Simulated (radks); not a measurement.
Spherical quantum dot in the effective-mass picture: electrons in a hard-walled sphere of radius 3.6, all in effective atomic units (hartree* = m*/eps^2 hartree, bohr* = eps/m* bohr), one dielectric constant everywhere. Method: non-relativistic Kohn-Sham, PBE, spin-polarised, spherical densities; computed with a radial shooting solver with Libxc functionals. Levels are named by radial order and angular momentum (1s, 1p, 1d, 2s, ...), and open shells are averaged over m.

N = 19, configuration 1s2 1p6 1d10 1f(up 1, down 0). This is the lowest configuration that the search found. Occupied and some empty levels:

level,occupation,eigenvalue (hartree*),<r> (bohr*)
1s up,1,7.1186,2.380
1s down,1,7.1309,2.375
1p up,3,7.3299,2.486
1p down,3,7.3435,2.483
1d up,5,7.6890,2.574
1d down,5,7.7038,2.572
1f up,1,8.1761,2.647
1f down,0,8.1917,2.645
2s up,0,8.4750,1.634
2s down,0,8.4793,1.636
1g up,0,8.7799,2.708
1g down,0,8.7962,2.707
2p up,0,9.1391,1.893
2p down,0,9.1448,1.894
2d up,0,9.9340,2.059
2d down,0,9.9410,2.058

Energy (hartree*): total 80.3029, kinetic 23.117, external 0, Hartree 65.637, exchange-correlation -8.4516.
